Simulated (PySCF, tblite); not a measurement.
Species: C5H8FNO.
SMILES with atom numbers: `[CH3:1][C@H:2]([F:3])[O:4][CH2:5][CH2:6][C:7]#[N:8]` (hydrogens: H9, H10, H11 on C1; H12 on C2; H13, H14 on C5; H15, H16 on C6)

Computed with GFN2-xTB (tblite), gas phase: nudged elastic band of 9 images (0 to 8), spring 0.2 eV/Å², climbing image at the end, force threshold 0.05 eV/Å. The top image wasn't refined or checked by frequencies; at this threshold it can lie a kcal/mol or more above the true saddle point of the method.

Path: rotation about C5–C6 (sp3 carbon bound to oxygen, sp3 carbon next to a nitrile), followed by the dihedral O4–C5–C6–C7.

Image 0 (start, dihedral 179°):
```
atom  x, y, z in Å
C1     -2.683    0.395   -0.288
C2     -1.443   -0.475   -0.227
F3     -1.577   -1.383    0.818
O4     -0.340    0.311   -0.007
C5      0.899   -0.379   -0.019
C6      2.001    0.665    0.165
C7      3.302    0.051    0.182
N8      4.334   -0.441    0.192
H9     -2.610    1.066   -1.138
H10    -3.563   -0.232   -0.387
H11    -2.752    0.978    0.626
H12    -1.327   -1.108   -1.127
H13     1.023   -0.910   -0.976
H14     0.931   -1.116    0.794
H15     1.841    1.195    1.107
H16     1.957    1.392   -0.650
```

Image 8 (end, +0.004 eV, dihedral -71°):
```
atom  x, y, z in Å
C1     -2.381    0.408   -0.850
C2     -1.362   -0.476   -0.160
F3     -1.891   -0.925    1.048
O4     -0.219    0.241    0.085
C5      0.856   -0.503    0.633
C6      2.098    0.390    0.623
C7      2.573    0.598   -0.723
N8      2.949    0.742   -1.792
H9     -1.994    0.707   -1.819
H10    -3.312   -0.136   -0.974
H11    -2.554    1.292   -0.243
H12    -1.155   -1.402   -0.729
H13     1.026   -1.412    0.036
H14     0.619   -0.800    1.664
H15     2.894   -0.074    1.210
H16     1.844    1.359    1.058
```

Problem. What do the inner images look like?

Solution. 
Image 1: +0.004 eV, dihedral -169°
```
atom  x, y, z in Å
C1     -2.666    0.402   -0.362
C2     -1.448   -0.488   -0.200
F3     -1.636   -1.324    0.896
O4     -0.341    0.296    0.008
C5      0.899   -0.393    0.046
C6      1.994    0.659    0.248
C7      3.298    0.084    0.042
N8      4.325   -0.388   -0.127
H9     -2.537    1.031   -1.238
H10    -3.557   -0.208   -0.474
H11    -2.762    1.028    0.520
H12    -1.315   -1.181   -1.053
H13     1.057   -0.933   -0.900
H14     0.905   -1.121    0.867
H15     1.935    1.071    1.259
H16     1.842    1.475   -0.464
```

Image 2: +0.021 eV, dihedral -155°
```
atom  x, y, z in Å
C1     -2.644    0.406   -0.437
C2     -1.444   -0.489   -0.190
F3     -1.683   -1.272    0.935
O4     -0.336    0.292    0.025
C5      0.893   -0.408    0.136
C6      1.997    0.639    0.333
C7      3.268    0.127   -0.108
N8      4.264   -0.299   -0.472
H9     -2.476    0.992   -1.336
H10    -3.539   -0.198   -0.553
H11    -2.764    1.074    0.411
H12    -1.289   -1.222   -1.005
H13     1.074   -0.989   -0.782
H14     0.860   -1.104    0.983
H15     2.066    0.933    1.383
H16     1.744    1.526   -0.256
```

Image 3: +0.043 eV, dihedral -141°
```
atom  x, y, z in Å
C1     -2.614    0.410   -0.511
C2     -1.438   -0.489   -0.181
F3     -1.727   -1.215    0.971
O4     -0.325    0.285    0.036
C5      0.888   -0.428    0.222
C6      2.005    0.611    0.410
C7      3.211    0.187   -0.252
N8      4.150   -0.175   -0.795
H9     -2.406    0.950   -1.430
H10    -3.514   -0.185   -0.629
H11    -2.751    1.120    0.301
H12    -1.267   -1.262   -0.955
H13     1.087   -1.054   -0.661
H14     0.810   -1.083    1.098
H15     2.211    0.781    1.469
H16     1.671    1.556   -0.029
```

Image 4: +0.059 eV, dihedral -127°
```
atom  x, y, z in Å
C1     -2.577    0.414   -0.582
C2     -1.429   -0.489   -0.172
F3     -1.766   -1.153    1.004
O4     -0.308    0.275    0.041
C5      0.884   -0.449    0.304
C6      2.017    0.577    0.477
C7      3.127    0.262   -0.385
N8      3.987   -0.022   -1.083
H9     -2.329    0.904   -1.519
H10    -3.484   -0.171   -0.701
H11    -2.725    1.164    0.190
H12    -1.250   -1.302   -0.902
H13     1.097   -1.127   -0.537
H14     0.761   -1.056    1.210
H15     2.362    0.618    1.512
H16     1.627    1.563    0.207
```

Image 5 (top): +0.060 eV, dihedral -114°
```
atom  x, y, z in Å
C1     -2.534    0.416   -0.651
C2     -1.417   -0.488   -0.165
F3     -1.801   -1.083    1.035
O4     -0.287    0.262    0.041
C5      0.880   -0.471    0.380
C6      2.031    0.538    0.532
C7      3.020    0.345   -0.498
N8      3.785    0.153   -1.325
H9     -2.250    0.854   -1.603
H10    -3.450   -0.155   -0.766
H11    -2.688    1.207    0.078
H12    -1.237   -1.341   -0.846
H13     1.103   -1.201   -0.413
H14     0.715   -1.020    1.315
H15     2.509    0.449    1.510
H16     1.614    1.546    0.442
```

Image 6: +0.044 eV, dihedral -100°
```
atom  x, y, z in Å
C1     -2.486    0.416   -0.719
C2     -1.405   -0.486   -0.155
F3     -1.833   -1.005    1.065
O4     -0.261    0.246    0.038
C5      0.877   -0.494    0.451
C6      2.047    0.494    0.577
C7      2.892    0.437   -0.590
N8      3.545    0.351   -1.523
H9     -2.167    0.794   -1.685
H10    -3.413   -0.139   -0.827
H11    -2.638    1.250   -0.038
H12    -1.230   -1.380   -0.784
H13     1.104   -1.275   -0.290
H14     0.675   -0.979    1.414
H15     2.648    0.275    1.463
H16     1.636    1.503    0.672
```

Image 7: +0.022 eV, dihedral -86°
```
atom  x, y, z in Å
C1     -2.434    0.413   -0.786
C2     -1.392   -0.483   -0.144
F3     -1.863   -0.916    1.095
O4     -0.233    0.228    0.034
C5      0.875   -0.516    0.515
C6      2.066    0.445    0.610
C7      2.751    0.534   -0.656
N8      3.280    0.569   -1.668
H9     -2.082    0.724   -1.765
H10    -3.373   -0.123   -0.883
H11    -2.578    1.290   -0.161
H12    -1.229   -1.417   -0.714
H13     1.099   -1.346   -0.172
H14     0.643   -0.933    1.503
H15     2.770    0.104    1.374
H16     1.694    1.435    0.884
```

The largest changes of bonds and angles from start to top: C5–C6 1.529 → 1.539 Å, C2–F3 1.390 → 1.393 Å, C5–C6–H15 109.3 → 111.2°, C6–C7–N8 179.7 → 177.7°, C5–C6–H16 109.6 → 108.1°. GFN2-xTB torsional profiles can miss by a kcal/mol or more and can put conformers in the wrong order.

Problem. What do single points at PBE0/pcSseg-1 (PySCF, no dispersion term) give on some images?

Solution. 
| image | GFN2-xTB E (eV) | DFT E (eV) | HOMO (eV) | LUMO (eV) | dipole (D) |
| --- | --- | --- | --- | --- | --- |
| 0 | 0.000 | 0.000 | -8.81 | 0.66 | 3.97 |
| 2 | 0.021 | 0.046 | -8.79 | 0.69 | 3.35 |
| 5 | 0.060 | 0.132 | -8.72 | 0.67 | 2.64 |
| 6 | 0.044 | 0.100 | -8.72 | 0.65 | 2.56 |
| 8 | 0.004 | 0.003 | -8.75 | 0.64 | 2.65 |

Energies count from image 0 at each level. At the GFN2-xTB top the DFT energy is 3.1 kcal/mol against 1.4; the geometries weren't optimised at the DFT level.

What follows is the cost of the whole band run. Hardware: AMD EPYC 9R14, one thread, shared host with 192 logical CPUs at a one-minute load of 114. Cost: 2.1 s of wall time, 0.18 GiB resident at most.
